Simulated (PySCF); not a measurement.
## Polarisability and C₆ of V²⁺ (vanadium, charge +2)

[Ar] 3d2 4s1, high-spin 4F determinant (an excited configuration). Calculation: PySCF 2.14, in aug-cc-pVTZ (8s7p5d3f2g, 93 functions); no relativity, point nucleus. Coupled (time-dependent) response in atomic units; α is the mean over directions.

```tsv
method	mean α (bohr³)	C₆ (like pair)	S(−4)
UHF	30.96	145.5	931.6
PBE	24.11	105.7	536.8
PBE0	25.75	114.7	623.2
```

S(−4) is the Cauchy moment in α(ω) = α(0) + S(−4) ω² + …

α(iu) at PBE:

| u (hartree) | α(iu) (bohr³) |
| --- | --- |
| 0 | 24.11 |
| 0.0500 | 22.85 |
| 0.100 | 19.81 |
| 0.200 | 13.32 |
| 0.300 | 9.090 |
| 0.500 | 5.171 |
| 0.750 | 3.312 |
| 1.00 | 2.443 |
| 1.50 | 1.580 |
| 2.00 | 1.127 |
| 3.00 | 0.6579 |
| 5.00 | 0.3016 |

A single London oscillator, α(iu) = α/(1 + u²/ω²), gives C₆ = (3/4) ω α². Matching the computed C₆ needs ω = 4 × 105.7 / (3 × 24.11²) = 0.242 hartree.

For an ion, C₆ is the dispersion term alone; charge-induced terms of lower order in 1/R come first.
